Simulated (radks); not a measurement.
Results of a calculation; reference values are marked as such.
Spherical quantum dot in the effective-mass picture: electrons in a hard-walled sphere of radius 1.53, with a point charge +1 (a donor) at the centre, all in effective atomic units (hartree* = m*/eps^2 hartree, bohr* = eps/m* bohr), one dielectric constant everywhere. Level of theory: non-relativistic Kohn-Sham, PBEsol, spin-polarised, spherical densities (a radial shooting solver with Libxc functionals). Levels are named by radial order and angular momentum (1s, 1p, 1d, 2s, ...), and open shells are averaged over m.

N = 5, configuration 1s2 1p(up 3, down 0). This is the lowest configuration that the search found. Occupied and some empty levels:

level,occupation,eigenvalue (hartree*),<r> (bohr*)
1s up,1,4.9230,0.7554
1s down,1,5.1929,0.7452
1p up,3,7.1721,0.9163
1p down,0,7.4996,0.9143
1d up,0,9.8849,0.9996
1d down,0,10.225,0.9997
2s up,0,10.785,0.7460
2s down,0,10.982,0.7512
1f up,0,13.158,1.056
1f down,0,13.498,1.057

Energy (hartree*): total 19.6534, kinetic 17.233, external -6.9424, Hartree 13.136, exchange-correlation -3.7733.

Electron density:

r (bohr*),n(r) (e/bohr*^3)
0.0357,1.559
0.150,1.300
0.265,1.155
0.380,1.077
0.495,1.026
0.610,0.9700
0.725,0.8843
0.840,0.7584
0.954,0.5960
1.07,0.4148
1.18,0.2418
1.30,0.1060
1.41,0.02505
1.53,0.00003049
